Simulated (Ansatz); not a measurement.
Species: ZnF (charge +1, singlet). SMILES: [Zn+][F]
Coordinates optimised at B3LYP-D3(BJ)/def2-TZVP (Ansatz, a quantum-chemistry and plane-wave program):
```
Zn
F 1 1.7248
```
Charge +1, spin multiplicity 1.

Quantity: vertical electron affinity (to the doublet state of charge +0; a negative value means that the extra electron is unbound and the number depends on the basis; each state is the SCF solution reached for its spin), in eV. Cores are frozen in the correlated levels unless marked. Open shells are spin-unrestricted. Spin-orbit coupling is left out. The frozen core is the preceding noble-gas configuration, with the filled d and f shells of earlier blocks. Non-relativistic. Basis-set limits of correlation are two-point, X^-3; Hartree-Fock from the larger set.

```csv
level,program,vertical electron affinity (eV),minus last row
BHLYP/def2-TZVPD,Ansatz,9.32,0.08
CAM-B3LYP/def2-TZVPD,Ansatz,9.54,0.30
CCSD/def2-QZVPPD,Ansatz,9.11,-0.13
"CCSD/CBS(def2-TZVPPD,def2-QZVPPD)",Ansatz,9.19,-0.05
CCSD(T)/def2-SVPD,Ansatz,8.83,-0.41
CCSD(T)/def2-TZVPPD,Ansatz,9.07,-0.17
"CCSD(T)/CBS(def2-TZVPPD,def2-QZVPPD)",Ansatz,9.24,0.00
```
